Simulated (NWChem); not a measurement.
System: HSeF; SMILES F[SeH]

NWChem input:

```
start job
memory heap 200 mb stack 900 mb global 1100 mb
geometry units angstroms
  Se    -0.120010    -0.220833     0.242762
  H     -0.870090    -0.905098    -0.800452
  F      0.544939     0.965830    -0.966487
end
basis spherical
  * library 6-31g*
end
dft
  xc b3lyp
  iterations 150
end
driver
  maxiter 120
end
task dft optimize
task dft freq
```

NWChem printed, in part:

```
             Northwest Computational Chemistry Package (NWChem) 7.3.0
             --------------------------------------------------------

 CS  symmetry detected

                             Geometry "geometry" -> ""
                             -------------------------

 Output coordinates in angstroms (scale by  1.889725989 to convert to a.u.)

  No.       Tag          Charge          X              Y              Z
 ---- ---------------- ---------- -------------- -------------- --------------
    1 Se                  34.0000     0.03728421     0.37127121     0.00000000
    2 H                    1.0000    -1.41778925     0.41480617     0.00000000
    3 F                    9.0000     0.01668069    -1.44866969     0.00000000

 Effective nuclear repulsion energy (a.u.)     103.3534628398

      Symmetry information
      --------------------

 Group name             Cs
 Group number              2
 Group order               2
 No. of unique centers     3

                                Z-matrix (autoz)
                                --------

 Units are Angstrom for bonds and degrees for angles

      Type          Name      I     J     K     L     M      Value
      ----------- --------  ----- ----- ----- ----- ----- ----------
    1 Stretch                  1     2                       1.45572
    2 Stretch                  1     3                       1.82006
    3 Bend                     2     1     3                91.06513

                           NWChem Geometry Optimization
                           ----------------------------

 maximum gradient threshold         (gmax) =   0.000450
 rms gradient threshold             (grms) =   0.000300
 maximum cartesian step threshold   (xmax) =   0.001800
 rms cartesian step threshold       (xrms) =   0.001200
 fixed trust radius                (trust) =   0.300000
 source of zmatrix                         =   autoz

          -------------------
          Energy Minimization
          -------------------

 Using diagonal initial Hessian
 Scaling for Hessian diagonals: bonds = 1.00  angles = 0.25  torsions = 0.10

          --------
          Step   0

                                 NWChem DFT Module
                                 -----------------

 Summary of "ao basis" -> "ao basis" (spherical)
 ------------------------------------------------------------------------------
       Tag                 Description            Shells   Functions and Types
 ---------------- ------------------------------  ------  ---------------------
 Se                          6-31g*                 12       32   5s4p3d
 H                           6-31g*                  2        2   2s
 F                           6-31g*                  6       14   3s2p1d

      Symmetry analysis of basis
      --------------------------

        a'         34
        a"         14

            General Information
            -------------------
          SCF calculation type: DFT
          Wavefunction type:  closed shell.
          No. of atoms     :     3
          No. of electrons :    44
           Alpha electrons :    22
            Beta electrons :    22
          Charge           :     0
          Spin multiplicity:     1
          Use of symmetry is: on ; symmetry adaption is: on
          Maximum number of iterations: 150
          AO basis - number of functions:    48
                     number of shells:    20
          Convergence on energy requested:  1.00D-06
          Convergence on density requested:  1.00D-05
          Convergence on gradient requested:  5.00D-04

              XC Information
              --------------
                         B3LYP Method XC Potential
                     Hartree-Fock (Exact) Exchange  0.200
                        Slater Exchange Functional  0.800 local
                    Becke 1988 Exchange Functional  0.720 non-local
              Lee-Yang-Parr Correlation Functional  0.810
                  VWN I RPA Correlation Functional  0.190 local

             Grid Information
             ----------------
          Grid used for XC integration:  medium
          Radial quadrature: Mura-Knowles
          Angular quadrature: Lebedev.
          Tag              B.-S. Rad. Rad. Pts. Rad. Cut. Ang. Pts.
          ---              ---------- --------- --------- ---------
          Se                  1.15      112           6.0       590
          H                   0.35       45           7.0       434
          F                   0.50       49           7.0       434
          Grid pruning is: on
          Number of quadrature shells:   206
          Spatial weights used:  Erf1

      Superposition of Atomic Density Guess
      -------------------------------------

 Sum of atomic energies:       -2499.37590783

      Non-variational initial energy
      ------------------------------

 Total energy =   -2499.388239
 1-e energy   =   -3688.270879
 2-e energy   =    1085.529177
 HOMO         =      -0.258401
 LUMO         =      -0.093863

      Symmetry analysis of molecular orbitals - initial
      -------------------------------------------------

  Numbering of irreducible representations:

     1 a'          2 a"

  Orbital symmetries:

     1 a'          2 a'          3 a'          4 a'          5 a"
     6 a'          7 a'          8 a'          9 a'         10 a"
    11 a'         12 a'         13 a"         14 a'         15 a"
    16 a'         17 a'         18 a'         19 a"         20 a'
    21 a'         22 a"         23 a'         24 a'         25 a'
    26 a'         27 a"         28 a'         29 a"         30 a'
    31 a"         32 a'

   convergence    iter        energy       DeltaE   RMS-Dens  Diis-err
 ---------------- ----- ----------------- --------- --------- ---------
 d= 0,ls=0.0,diis     1  -2501.6307945097 -2.60D+03  2.51D-02  4.12D-01
 d= 0,ls=0.0,diis     2  -2501.5512311723  7.96D-02  1.44D-02  1.33D+00
 d= 0,ls=0.0,diis     3  -2501.6823806029 -1.31D-01  1.83D-03  2.48D-02
 d= 0,ls=0.0,diis     4  -2501.6842624611 -1.88D-03  4.77D-04  6.25D-04
 d= 0,ls=0.0,diis     5  -2501.6843458680 -8.34D-05  1.09D-04  2.22D-05
  Resetting Diis
 d= 0,ls=0.0,diis     6  -2501.6843493828 -3.51D-06  2.56D-05  6.93D-07
 d= 0,ls=0.0,diis     7  -2501.6843495070 -1.24D-07  1.06D-05  1.12D-07
 d= 0,ls=0.0,diis     8  -2501.6843495037  3.32D-09  5.42D-06  1.60D-07

         Total DFT energy =    -2501.684349503666
      One electron energy =    -3688.062013859049
           Coulomb energy =     1181.027158687768
    Exchange-Corr. energy =      -98.002957172181
 Nuclear repulsion energy =      103.353462839796

 Numeric. integr. density =       44.000001552963

                  Occupations of the irreducible representations
                  ----------------------------------------------

                     irrep           alpha         beta
                     --------     --------     --------
                     a'               16.0         16.0
                     a"                6.0          6.0

                       DFT Final Molecular Orbital Analysis
                       ------------------------------------

 Vector   20  Occ=2.000000D+00  E=-4.028578D-01  Symmetry=a"
              MO Center=  1.7D-02, -1.2D+00,  1.1D-14, r^2= 8.8D-01
   Bfn.  Coefficient  Atom+Function         Bfn.  Coefficient  Atom+Function
  ----- ------------  ---------------      ----- ------------  ---------------
    39      0.609329  3 F  pz                43      0.428851  3 F  pz
    13      0.243720  1 Se pz                17      0.116926  1 Se pz
     9     -0.108501  1 Se pz                29     -0.044803  1 Se d -1
     5      0.032676  1 Se pz

 Vector   21  Occ=2.000000D+00  E=-3.546686D-01  Symmetry=a'
              MO Center= -1.3D-01, -5.7D-01,  5.0D-16, r^2= 2.0D+00
   Bfn.  Coefficient  Atom+Function         Bfn.  Coefficient  Atom+Function
  ----- ------------  ---------------      ----- ------------  ---------------
    37      0.511145  3 F  px                41      0.373891  3 F  px
    11     -0.366224  1 Se px                34      0.253070  2 H  s
    10      0.231715  1 Se s                 33      0.200703  2 H  s
    14     -0.168462  1 Se s                  7      0.158222  1 Se px
    12     -0.130495  1 Se py                 6     -0.102793  1 Se s

 Vector   22  Occ=2.000000D+00  E=-2.480865D-01  Symmetry=a"
              MO Center=  1.7D-02,  1.9D-01, -1.5D-15, r^2= 1.9D+00
   Bfn.  Coefficient  Atom+Function         Bfn.  Coefficient  Atom+Function
  ----- ------------  ---------------      ----- ------------  ---------------
    13      0.747979  1 Se pz                17      0.331182  1 Se pz
     9     -0.312749  1 Se pz                39     -0.272015  3 F  pz
    43     -0.214538  3 F  pz                 5      0.093561  1 Se pz
    29      0.026671  1 Se d -1

 Vector   23  Occ=0.000000D+00  E=-9.124555D-02  Symmetry=a'
              MO Center=  5.3D-02,  1.8D-01,  1.3D-15, r^2= 2.4D+00
   Bfn.  Coefficient  Atom+Function         Bfn.  Coefficient  Atom+Function
  ----- ------------  ---------------      ----- ------------  ---------------
    12      0.618784  1 Se py                16      0.517239  1 Se py
    38      0.346946  3 F  py                42      0.309456  3 F  py
    40      0.305714  3 F  s                  8     -0.256604  1 Se py
    10      0.214523  1 Se s                 34     -0.213406  2 H  s
    15     -0.188686  1 Se px                11     -0.149231  1 Se px

[...]

      ----------------------
      Optimization converged
      ----------------------

  Step       Energy      Delta E   Gmax     Grms     Xrms     Xmax
  ---- ---------------- -------- -------- -------- -------- --------
@    3   -2501.68595488 -1.0D-06  0.00016  0.00012  0.00092  0.00153
                                     ok       ok       ok       ok

                                Z-matrix (autoz)
                                --------

 Units are Angstrom for bonds and degrees for angles

      Type          Name      I     J     K     L     M      Value     Gradient
      ----------- --------  ----- ----- ----- ----- ----- ---------- ----------
    1 Stretch                  1     2                       1.48926   -0.00016
    2 Stretch                  1     3                       1.77954   -0.00012
    3 Bend                     2     1     3                95.62969   -0.00003

                         Geometry "geometry" -> "geometry"
                         ---------------------------------

 Output coordinates in angstroms (scale by  1.889725989 to convert to a.u.)

  No.       Tag          Charge          X              Y              Z
 ---- ---------------- ---------- -------------- -------------- --------------
    1 Se                  34.0000     0.03397476     0.32850707     0.00000000
    2 H                    1.0000    -1.44948030     0.45984739     0.00000000
    3 F                    9.0000     0.05168119    -1.45094678     0.00000000

 Effective nuclear repulsion energy (a.u.)     105.0355009933

      Symmetry information
      --------------------

 Group name             Cs
 Group number              2
 Group order               2
 No. of unique centers     3

                Final and change from initial internal coordinates
                --------------------------------------------------

                                Z-matrix (autoz)
                                --------

 Units are Angstrom for bonds and degrees for angles

      Type          Name      I     J     K     L     M      Value       Change
      ----------- --------  ----- ----- ----- ----- ----- ---------- ----------
    1 Stretch                  1     2                       1.48926    0.03353
    2 Stretch                  1     3                       1.77954   -0.04052
    3 Bend                     2     1     3                95.62969    4.56456

 ==============================================================================
                                internuclear distances
 ------------------------------------------------------------------------------
       center one      |      center two      | atomic units |  angstroms
 ------------------------------------------------------------------------------
    2 H                |   1 Se               |     2.81429  |     1.48926
    3 F                |   1 Se               |     3.36285  |     1.77954
 ------------------------------------------------------------------------------
                         number of included internuclear distances:          2
 ==============================================================================

[second-derivative integrals and response iterations left out]

  Vibrational analysis via the FX method

  See chapter 2 in "Molecular Vibrations" by Wilson, Decius and Cross

  Vib: Default input used

 ---------------------------- Atom information ----------------------------
     atom    #        X              Y              Z            mass
 --------------------------------------------------------------------------
    Se       1  6.4202983D-02  6.2078835D-01  0.0000000D+00  7.8918300D+01
    H        2 -2.7391206D+00  8.6898556D-01  0.0000000D+00  1.0078250D+00
    F        3  9.7663288D-02 -2.7418918D+00  0.0000000D+00  1.8998400D+01
 --------------------------------------------------------------------------

[unprojected Hessian and modes left out]

        Vibrational analysis via the FX method
  --- with translations and rotations projected out ---
  --- via the Eckart algorithm                      ---
 Projected Nuclear Hessian trans-rot subspace norm:1.3678D-34
                         (should be close to zero!)

[projected Hessian left out]

 Rotational Constants
 --------------------
 A=   7.733477 cm-1  ( 11.126500 K)
 B=   0.345854 cm-1  (  0.497596 K)
 C=   0.331049 cm-1  (  0.476295 K)

 Temperature                      =   298.15K
 frequency scaling parameter      =   1.0000

 Zero-Point correction to Energy  =    5.547 kcal/mol  (  0.008840 au)
 Thermal correction to Energy     =    7.444 kcal/mol  (  0.011863 au)
 Thermal correction to Enthalpy   =    8.036 kcal/mol  (  0.012807 au)

 Total Entropy                    =   60.316 cal/mol-K
   - Translational                =   39.668 cal/mol-K (mol. weight =  98.9245)
   - Rotational                   =   20.129 cal/mol-K (symmetry #  =        1)
   - Vibrational                  =    0.519 cal/mol-K

 Cv (constant volume heat capacity) =    7.431 cal/mol-K
   - Translational                  =    2.979 cal/mol-K
   - Rotational                     =    2.979 cal/mol-K
   - Vibrational                    =    1.472 cal/mol-K

[normal modes left out]

 ----------------------------------------------------------------------------
 Normal Eigenvalue ||           Projected Infra Red Intensities
  Mode   [cm**-1]  || [atomic units] [(debye/angs)**2] [(KM/mol)] [arbitrary]
 ------ ---------- || -------------- ----------------- ---------- -----------
    1        0.000 ||    0.000120           0.003         0.117       0.098
    2        0.000 ||    0.010006           0.231         9.754       8.133
    3        0.000 ||    0.002059           0.048         2.007       1.674
    4        0.000 ||    0.000001           0.000         0.001       0.001
    5        0.000 ||    0.002504           0.058         2.441       2.035
    6        0.000 ||    0.000569           0.013         0.555       0.463
    7      669.950 ||    0.039012           0.900        38.031      31.710
    8      843.013 ||    0.003237           0.075         3.156       2.631
    9     2369.029 ||    0.053216           1.228        51.878      43.255
 ----------------------------------------------------------------------------
```

Level: B3LYP/6-31G* (spherical d). This build's default masses of Se (78.918 u) and Br (79.917 u) are each other's, which moves their modes by up to 0.6 %.
